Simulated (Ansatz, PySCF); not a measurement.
3-methylbut-3-enal (C5H8O), SMILES C=C(C)CC=O. Atoms are numbered in the order given.

```xyz
14

C     -1.8932     0.6232     0.7392
C     -0.9608     0.1205    -0.0770
C     -1.0865    -1.2281    -0.7380
C      0.3296     0.8655    -0.3619
C      1.4593     0.2202     0.4181
O      2.3389    -0.4379    -0.0729
H     -1.7779     1.6088     1.2017
H     -2.8092     0.0682     0.9650
H     -0.2194    -1.8666    -0.4999
H     -1.1044    -1.1173    -1.8354
H     -2.0028    -1.7490    -0.4253
H      0.5862     0.8238    -1.4321
H      0.2386     1.9168    -0.0452
H      1.3984     0.3682     1.5282
```
Charge 0, spin multiplicity 1.

Geometry: ωB97X-D3(BJ)/def2-SVP. The values are those of a single conformer.

Two levels are set side by side: PBE-D3(BJ)/def2-SVP (Ansatz, a first-principles code) and ωB97X-D3(BJ)/def2-SVP (PySCF). Each level has its own optimised geometry; the coordinates shown are those of the second. Frequencies come from the Hessian of PySCF at each geometry. Differences are taken from unrounded values.

```json
[
 {"quantity": "mean bond length (Å)", "ωB97X-D3(BJ)": "1.223"},
 {"quantity": "bond C1–C2 (Å)", "ωB97X-D3(BJ)": "1.337"},
 {"quantity": "bond C2–C3 (Å)", "ωB97X-D3(BJ)": "1.507"},
 {"quantity": "bond C2–C4 (Å)", "ωB97X-D3(BJ)": "1.517"},
 {"quantity": "bond C4–C5 (Å)", "ωB97X-D3(BJ)": "1.517"},
 {"quantity": "bond C5–O6 (Å)", "ωB97X-D3(BJ)": "1.203"},
 {"quantity": "bond C1–H7 (Å)", "ωB97X-D3(BJ)": "1.095"},
 {"quantity": "bond C1–H8 (Å)", "ωB97X-D3(BJ)": "1.095"},
 {"quantity": "bond C3–H9 (Å)", "ωB97X-D3(BJ)": "1.103"},
 {"quantity": "bond C3–H10 (Å)", "ωB97X-D3(BJ)": "1.103"},
 {"quantity": "bond C3–H11 (Å)", "ωB97X-D3(BJ)": "1.099"},
 {"quantity": "bond C4–H12 (Å)", "ωB97X-D3(BJ)": "1.101"},
 {"quantity": "bond C4–H13 (Å)", "ωB97X-D3(BJ)": "1.102"},
 {"quantity": "bond C5–H14 (Å)", "ωB97X-D3(BJ)": "1.122"},
 {"quantity": "highest harmonic wavenumber (cm⁻¹)", "ωB97X-D3(BJ)": "3265"},
 {"quantity": "mean harmonic wavenumber (cm⁻¹)", "ωB97X-D3(BJ)": "1446"},
 {"quantity": "zero-point energy (kcal/mol)", "ωB97X-D3(BJ)": "74.43"}
]
```

Question: What does PBE-D3(BJ) give, and how far is it from ωB97X-D3(BJ)? (Estimate from the structure and the level; the computed values follow.)

Answer: 
```
quantity                            PBE-D3(BJ)  PBE-D3(BJ) minus ωB97X-D3(BJ)
----------------------------------  ----------  -----------------------------
mean bond length (Å)                     1.230                          0.007
bond C1–C2 (Å)                           1.350                          0.013
bond C2–C3 (Å)                           1.505                         -0.003
bond C2–C4 (Å)                           1.520                          0.003
bond C4–C5 (Å)                           1.523                          0.006
bond C5–O6 (Å)                           1.214                          0.010
bond C1–H7 (Å)                           1.101                          0.007
bond C1–H8 (Å)                           1.101                          0.007
bond C3–H9 (Å)                           1.111                          0.008
bond C3–H10 (Å)                          1.112                          0.008
bond C3–H11 (Å)                          1.107                          0.007
bond C4–H12 (Å)                          1.109                          0.008
bond C4–H13 (Å)                          1.108                          0.007
bond C5–H14 (Å)                          1.134                          0.012
highest harmonic wavenumber (cm⁻¹)        3171                            -94
mean harmonic wavenumber (cm⁻¹)           1388                            -58
zero-point energy (kcal/mol)             71.45                          -2.99
```

GGA bonds tend to be longer and softer than those of functionals with exact exchange. Differences between two approximate levels are no errors against the true value.
